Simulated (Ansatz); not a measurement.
`C[O][GeH2][GaH2]` + `[CH3][SnH3]` → `[CH3][SnH2][GaH2]` + `C[O][GeH3]`  (formal exchange of groups at a Ga–Ge bond)

Computed with Ansatz on PBE0-D4/def2-TZVP structures; ΔE is electronic, products minus reactants. CCSD(T)/CBS adds triple-zeta CCSD(T) − MP2 to the extrapolated MP2 energy (def2 sets, frozen cores). DFT in def2-TZVPP. Elements past krypton have def2 core potentials. For Ga, Ge, Sn outer-core shells are correlated without core-valence functions, which leaves a few kJ/mol of doubt a bond. Scalar relativity is left out up to krypton. Each species was taken in one conformer, which may not be the lowest.

`C[O][GeH2][GaH2]`:

```xyz
11

C     0.760    1.609   -0.479
O    -0.352    1.361    0.339
Ge   -0.464   -0.257    1.104
Ga   -0.700   -2.023   -0.587
H     1.705    1.568    0.082
H     0.831    0.900   -1.317
H     0.659    2.613   -0.899
H    -1.680   -0.122    2.039
H     0.807   -0.445    1.974
H    -0.556   -1.706   -2.119
H    -1.010   -3.498   -0.139
```

`[CH3][SnH3]`:

Z-matrix (Å, degrees):
```
C
Sn 1 2.140
H 1 1.090 2 110.0
H 1 1.090 2 110.0 3 -120.0
H 1 1.090 2 110.0 3 120.0
H 2 1.709 1 110.1 3 -59.7
H 2 1.709 1 110.1 3 -179.7
H 2 1.709 1 110.1 3 60.3
```

`[CH3][SnH2][GaH2]`:

Cartesian coordinates in Å:
```
C 1.647 0.734 -0.085
Sn -0.430 0.570 0.446
Ga -1.579 -1.617 -0.430
H 2.060 1.659 0.317
H 2.203 -0.111 0.322
H 1.754 0.737 -1.170
H -0.545 0.657 2.157
H -1.241 1.959 -0.155
H -0.757 -2.711 -1.212
H -3.112 -1.878 -0.189
```

`C[O][GeH3]`:

Z-matrix (Å, degrees):
```
C
O 1 1.406
H 1 1.099 2 112.2
H 1 1.093 2 108.1 3 119.0
H 1 1.099 2 112.2 3 -122.0
Ge 2 1.779 1 117.8 3 61.0
H 6 1.542 2 108.9 1 -59.8
H 6 1.531 2 104.9 1 -180.0
H 6 1.542 2 108.9 1 59.9
```

Is it downhill or uphill in electronic energy at CCSD(T)/CBS, and by how much? (Best estimate.)

The calculation gave: Downhill: ΔE = -5.4 kcal/mol.

What do these levels give: LDA (SPW92), PBE-D4, CAM-B3LYP-D4, PBE0, BHLYP, HF/def2-TZVPP? (Estimate.)

Computed: LDA (SPW92) -3.5, PBE-D4 -3.7, CAM-B3LYP-D4 -4.2, PBE0 -4.5, BHLYP -5.1, HF/def2-TZVPP -5.8 kcal/mol.

Largest T1 diagnostic among the species: 0.013.

Leaving LDA and LC-ωPBE aside and taking each functional with its dispersion term where it has one, the values, not all of them listed here, spread over 2.0 kcal/mol, from PBE-QIDH to B97M-V.
